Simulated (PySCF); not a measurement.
Problem. Give a GFN2-xTB geometry of `C=C1C=C/C1=C(\F)OCF`.

Solution. 
```
atom  x, y, z in Å
C1    -0.8920    1.9725   -0.7418
C2    -1.3201    0.8447   -0.2065
C3    -2.5736    0.3149    0.3598
C4    -2.0184   -0.8876    0.6307
C5    -0.7095   -0.4838    0.1005
C6     0.4845   -1.0314   -0.0533
F7     0.7418   -2.2967    0.3701
O8     1.5408   -0.4532   -0.6830
C9     2.7623   -0.5071   -0.0388
F10    2.8045    0.4056    0.9822
H11   -1.5439    2.8218   -0.8567
H12    0.1239    2.0775   -1.0798
H13   -3.5470    0.7436    0.4985
H14   -2.3607   -1.8060    1.0663
H15    3.5260   -0.2169   -0.7673
H16    2.9738   -1.4890    0.4076
```

Orientation and origin are arbitrary. Atoms count from 1 in this order. Of the pairs four or more bonds apart, F7···H16 is among the closest relative to their van der Waals radii: 2.37 Å, 89 % of the sum of Bondi's values. The 4-membered ring C2–C3–C4–C5 has internal angles of 87.1° to 92.8° (sum 360°, against 360° for a flat polygon); it is planar, 0.00 Å rms from its mean plane, widest ring torsion 0°. The 6 C–C bonds span 1.320 Å (C1=C2, drawn double) to 1.494 Å (C2–C5, drawn single), a spread of 0.174 Å. The 2 C–O bonds span 1.359 Å (C6–O8, drawn single) to 1.382 Å (O8–C9, drawn single), a spread of 0.023 Å.

Bonds between heavy atoms (Å): C1=C2 1.320, C2–C3 1.474, C3=C4 1.352, C4–C5 1.469, C5=C6 1.323, C6–F7 1.359, C6–O8 1.359, O8–C9 1.382, C9–F10 1.370, C2–C5 1.494.

Computed geometry: GFN2-xTB, gas phase.

Point group: C1 (no symmetry element, even within 0.4 Å). Stationary, but not proved a minimum. One conformer, not necessarily the lowest (C5–C6–O8–C9 133°, C6–O8–C9–F10 -76°).
